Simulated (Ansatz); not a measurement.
`[SiH3]C1C=C1` + `[SH][GeH3]` → `[SiH3][S][GeH3]` + `C1=CC1` at 298.15 K and 1 bar (ligand exchange at the Si–C bond).

Isolated molecules relaxed with PBE0-D4/def2-TZVP in Ansatz; ΔE leaves out vibrations. CBS: MP2 limit from def2 TZ/QZ plus the TZ coupled-cluster correction, frozen cores. This one scheme is used for every species. For Ge outer-core shells are correlated without core-valence functions, which leaves a few kJ/mol of doubt a bond. Scalar relativity is left out up to krypton.

```
          species  CCSD(T)/CBS energy (Eh)  H − E (kJ/mol)  S (J/(mol·K))
   `[SiH3]C1C=C1`               -406.73557           203.3          307.2
     `[SH][GeH3]`              -2476.30083            99.2          286.9
`[SiH3][S][GeH3]`              -2766.60510           152.3          352.5
         `C1=CC1`               -116.45901           159.0          242.5
```

H − E and S are ideal-gas, rigid-rotor, harmonic terms from PBE0-D4/def2-TZVP. 1 Eh = 2625.50 kJ/mol, R = 8.31446 J/(mol·K).

Question: By hand: ΔE, ΔH, ΔS and ΔG.

Answer: ΔE = (-2766.60510) + (-116.45901) − (-406.73557) − (-2476.30083) = -0.02771 Eh = -72.8 kJ/mol. Δ(H − E) = 152.3 + 159.0 − 203.3 − 99.2 = 8.8, so ΔH = -64.0 kJ/mol. ΔS = 352.5 + 242.5 − 307.2 − 286.9 = 0.9 J/(mol·K). ΔG = -64.0 − 298.15 × (0.9)/1000 = -64.3 kJ/mol.

Question: By hand: the equilibrium constant, and the temperature at which ΔG would vanish if ΔH and ΔS stayed fixed.

Answer: log₁₀ K = −ΔG/(RT ln 10) = 11.3. ΔH and −TΔS have one sign here, so there is no such temperature. One of them is within its doubt of zero, so this could turn.

The number of gas molecules stays the same, so ΔS is small and ΔH decides. A doubt of 5 kJ/mol in ΔE shifts log₁₀ K by 0.9 here. Modes under 60 cm⁻¹, often nearly free rotors, make the harmonic entropy too high. These are equilibria of isolated gas molecules and say nothing of rates. Largest T1 diagnostic: 0.011 (customary marks: 0.02 for closed shells, 0.045 for open ones).
